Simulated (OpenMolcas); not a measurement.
Computed levels of 4d³ in ions with 39 electrons, in cm-1 above ⁴F_3/2.

```
Program             : OpenMolcas 26.06
Method              : RASSCF
Basis               : ANO-R2
Scalar Hamiltonian  : X2C, finite nucleus
Spin-orbit coupling : RASSI with atomic mean-field integrals over the reference wave functions, term energies averaged over their components
```

Active space for each ion: 9 electrons in 8 orbitals (RAS1 4p, at most 2 holes; RAS2 4d).

```json
{"Level": "⁴F_5/2", "Tc4+": "1092", "Ru5+": "1459", "Pd7+": "2496"}
{"Level": "⁴F_7/2", "Tc4+": "2459", "Ru5+": "3243", "Pd7+": "5383"}
{"Level": "⁴F_9/2", "Tc4+": "3997", "Ru5+": "5206", "Pd7+": "8378"}
{"Level": "⁴P_3/2", "Tc4+": "14001", "Ru5+": "15453", "Pd7+": "18131"}
{"Level": "⁴P_1/2", "Tc4+": "14042", "Ru5+": "15620", "Pd7+": "18777"}
{"Level": "⁴P_5/2", "Tc4+": "15772", "Ru5+": "17903", "Pd7+": "22560"}
{"Level": "²G_7/2", "Tc4+": "16434", "Ru5+": "18490", "Pd7+": "22737"}
{"Level": "²G_9/2", "Tc4+": "17473", "Ru5+": "19721", "Pd7+": "24282"}
{"Level": "²P_1/2", "Tc4+": "19663", "Ru5+": "22192", "Pd7+": "27576"}
```

Estimate ⁴F_9/2, ⁴P_3/2, ⁴P_1/2 for Rh6+ from its neighbours Ru5+ and Pd7+.

⁴F_9/2 is fine structure, which grows about as the fourth power of a screened charge, so the fourth roots are averaged: ((5206^0.25 + 8378^0.25) / 2)^4 = 6651. The calculation gives 6593, so the estimate is off by +0.9 %.
⁴P_3/2 is another term, which grows about linearly with the charge: (15453 + 18131) / 2 = 16792. The calculation gives 16843, so the estimate is off by -0.3 %.
⁴P_1/2 is another term, which grows about linearly with the charge: (15620 + 18777) / 2 = 17198. The calculation gives 17191, so the estimate is off by 0 %.

Mixed levels, with the weight of the term that names them: Rh6+ ⁴P_3/2 (74 %), Rh6+ ²G_9/2 (74 %), Pd7+ ⁴P_3/2 (69 %), Pd7+ ²G_9/2 (67 %).

Without dynamic correlation excited terms often stand tens of per cent too high (terms of higher spin than the ground term too low), and those without a measured partner can miss by more than the paired ones. Active for correlation alone: 4p; no level in the range computed is led by a configuration that opens it, so any true level of that kind is missing. Only configurations of the active space appear.
